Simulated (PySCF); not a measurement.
# Electron correlation in Nb³⁺ (niobium, charge +3)

[Kr] 4d2, high-spin 3F determinant. All numbers are calculated (PySCF 2.14, scalar relativity by spin-free X2C-1e, in x2c-TZVPPall with one added diffuse shell each of s, p, d, f type (9s7p7d3f1g, 95 functions)). Frozen: [Kr]; 2 electrons correlated.

With two correlated electrons CCSD is exact within the correlated space (frozen core and kept virtual orbitals).

```tsv
level	correlation energy (mhartree)
CCSD	-4.58
```

Diagnostics: T1 = 0.00063, D1 = 0.0009, largest double amplitude 0.010.

**Question.** Is a single reference adequate?

**Answer.** Yes, within this model without spin-orbit coupling: T1 lies below 0.03 and no double amplitude reaches 0.07.
